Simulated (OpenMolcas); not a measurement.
## Re3+: moving or changing the point charges

Re3+ among 3 point charges of -1 e arranged as a planar triangle (D3h), 1.96 Å from the ion.

```
Program             : OpenMolcas 26.06
Method              : SS-CASPT2, IPEA 0.25 Eh, imaginary shift 0.1 Eh (closed shells correlated: 4f 5s 5p)
Basis               : ANO-RCC-VDZP [7s6p4d2f1g]
Scalar Hamiltonian  : DKH2, point nucleus
Active space        : 4 electrons in 5 orbitals (5d)
State averaging     : 2S+1 = 5 even, 5 roots; 2S+1 = 3 even, 45 roots; 2S+1 = 1 even, 50 roots
Spin-orbit coupling : state interaction with AMFI integrals over the reference wave functions
```

Runs around this geometry, states (labels of D3, the rotations of D3h). Energies in cm-1 above the lowest state or level, χT in cm3 K/mol.

| R (Å) | q (e) | Ground state | First state of that spin | First gap with spin-orbit (degeneracies) | χT at 300 K | First state of another spin |
| --- | --- | --- | --- | --- | --- | --- |
| 1.96 | -0.65 | 5E | 5E 6500 | 1460 (1, 1) | 0.165 | 3E 16510 |
| 1.77 | -1 | 5E | 5E 12960 | 850 (1, 1) | 0.310 | 3E 13960 |
| 1.96 | -1 | 5E | 5E 9800 | 1060 (1, 1) | 0.243 | 3E 16040 |
| 2.15 | -1 | 5E | 5E 7540 | 1300 (1, 1) | 0.190 | 3A2 16510 |

Taking the first state of the same spin as R^-n, n = -ln(7540 / 12960) / ln(2.15 / 1.77) = 2.8 between the shortest and longest distance.

Scaling the charges by -0.65 / -1 = 0.65 scales the first state of the same spin by 6500 / 9800 = 0.66; with fixed orbitals a first-order splitting would follow the charge.

Roots that are degenerate in the reference are averaged as groups; the widest CASPT2 spread within a group is 160 cm-1 (the 2-fold group of multiplicity 5 near 0 cm-1 above the lowest state of its run, R = 1.77, q = -1). Shifts and gaps below about the spread of the groups concerned are not significant. An orbital doublet at a regular site is open to a Jahn-Teller distortion, which this geometry leaves out. Point charges give a weaker field than real ligands, and real ions of this kind are as a rule low spin; the high spin found here belongs to the model. Free-ion shares, where given, are those of the reference states; single-state CASPT2 does not remix them. Spin-orbit coupling mixes the spin-free states strongly: the lowest level takes only 64 % from its leading state, 5E (figures for R = 1.96, q = -0.65; the like holds for R = 2.15, q = -1). This shell can be high or low spin here, a state of another spin lies low, and with metal d orbitals alone active their balance is uncertain, so the ground spin may be wrong (holds for R = 1.77, q = -1). Point charges carry no covalency, so the field is a model and not that of real ligands. No measured value stands beside these numbers.
